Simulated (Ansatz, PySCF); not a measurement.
The pair A = CH3F (SMILES CF) (first 5 atoms), B = H2Se (SMILES [SeH2]); geometry from B3LYP-D3(BJ)/def2-TZVP.
(charge 0, multiplicity 1):
```
atom    x (Å)    y (Å)    z (Å)
----  -------  -------  -------
C     -0.2437  -0.0948  -0.4001
F      0.2533  -1.2218   0.2529
H      0.4933   0.2345  -1.1332
H     -1.1765  -0.3645  -0.8961
H     -0.4196   0.6841   0.3418
Se    -0.2646  -0.3909   3.3788
H      0.2995   0.2842   4.5582
H      1.0712  -0.6645   2.8352
```

Correlated levels freeze the cores. Filled d and f shells under p-block atoms count as core. CBS(a, b) extrapolates the correlation energy as X⁻³ and adds the Hartree–Fock energy of set b. MP2 and its Hartree–Fock in aug-cc-pVTZ are density fitted.

Codes used: Ansatz (an electronic-structure program); PySCF for the dispersion terms. Values without a source in brackets are computed.

The monomers are drawn apart, rigid, along the line of their centres of mass. Counterpoise-corrected interaction energies (kcal/mol):

```
level                                                     R = 4.771 Å  R = 6.082 Å
--------------------------------------------------------  -----------  -----------
PBE/def2-TZVPPD                                               -0.4954      -0.1456
PBE-D3(BJ)/def2-TZVPPD                                        -0.7207      -0.2019
wB97M-V/def2-TZVPPD                                           -0.6358      -0.2002
MP2/CBS(aug-cc-pVDZ, aug-cc-pVTZ) + ΔCCSD(T)/aug-cc-pVDZ      -0.6382      -0.1980
```

R is the distance of the centres of mass. Find the local exponent m of E ∝ R⁻ᵐ between the two points.


m = ln(E₁/E₂)/ln(R₂/R₁): PBE/def2-TZVPPD 5.0; PBE-D3(BJ)/def2-TZVPPD 5.2; wB97M-V/def2-TZVPPD 4.8; MP2/CBS(aug-cc-pVDZ, aug-cc-pVTZ) + ΔCCSD(T)/aug-cc-pVDZ 4.8. For scale, two fixed dipoles give m = 3, dipole and quadrupole 4, quadrupoles 5, and dispersion or dipole-induced dipole 6 at long range; at these distances several terms mix, and what is left of overlap and damping shifts m, so it need not match one of them.
